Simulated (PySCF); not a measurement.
**W (tungsten, neutral) across methods**

[Xe] 4f14 5d4 6s2, high-spin 5D determinant. All numbers are calculated (PySCF 2.14, the spin-free X2C one-electron Hamiltonian (Gaussian nucleus), in x2c-TZVPPall (11s7p7d3f1g, 97 functions)).

```tsv
method	E (hartree)	mean ε 5d α (eV)	mean ε 6s α (eV)	mean ε 6s β (eV)	Σ⟨r²⟩ (bohr²)	⟨S²⟩
CAM-B3LYP	-16144.41	-7.786	-7.777	-6.639	69.32	6.008
UHF	-16138.21517	-10.389	-8.332	-6.105	71.49	6.039
r2SCAN	-16143.58	-5.695	-6.520	-4.911	69.38	6.025
PBE0	-16143.25	-6.648	-6.876	-5.403	69.29	6.011
LDA	-16133.14	-5.393	-6.387	-5.114	69.09	6.008
BP86	-16145.52	-5.373	-6.327	-5.019	69.20	6.009
PBE	-16143.48	-5.292	-6.200	-4.831	69.39	6.009
M06-2X	-16145.08	-8.094	-7.557	-5.993	69.17	6.020
```

Spin-orbit coupling, absent here, splits the open shell strongly.
